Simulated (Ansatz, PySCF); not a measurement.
This PySCF input computes a CAM-B3LYP/def2-TZVPD energy:

```python
from pyscf import gto, scf, dft

mol = gto.M(
    atom='''
    Si   -1.43532087    0.18288973    0.37824352
    As    0.76135491   -0.12528119   -0.23192483
    H    -2.31529634   -0.68746336   -0.47729167
    H    -2.07482691    1.54569124    0.22889579
    H    -1.88496074   -0.16989847    1.77890948
    H     1.24486416    0.88549353    0.82759657
    ''',
    basis='def2-tzvpd',
    charge=-1,
    spin=0,
    verbose=4,
)

mf = dft.RKS(mol, xc='camb3lyp').density_fit(auxbasis='def2-universal-jkfit')
mf.grids.level = 3
mf.conv_tol = 1e-9
mf.max_cycle = 100
mf.max_memory = 1500
mf.kernel()
if not mf.converged:
    mf = mf.newton()
    mf.kernel(mf.make_rdm1())
mf.analyze()
```

Question: Write an input for the same energy in Ansatz (an electronic-structure program) and say what it gives.

Answer: 
Ansatz 0.2 input:
```yaml
crystal:
  periodic: [false, false, false]
  atoms:
    - {symbol: Si, position_ang: [-1.43532087, 0.18288973, 0.37824352]}
    - {symbol: As, position_ang: [0.76135491, -0.12528119, -0.23192483]}
    - {symbol: H, position_ang: [-2.31529634, -0.68746336, -0.47729167]}
    - {symbol: H, position_ang: [-2.07482691, 1.54569124, 0.22889579]}
    - {symbol: H, position_ang: [-1.88496074, -0.16989847, 1.77890948]}
    - {symbol: H, position_ang: [1.24486416, 0.88549353, 0.82759657]}
basis:
  gaussian:
    orbitals: def2-TZVPD
hamiltonian:
  xc: {name: CAM-B3LYP}
total_charge: -1
output: {forces: true}
```
It gives -2527.93952 Eh, and PySCF -2527.93962 Eh, a difference of 0.10 mEh, from the treatment of integrals and grids.

It need not be the lowest isomer of its formula. Whether it binds its extra electron was not tested at this geometry.
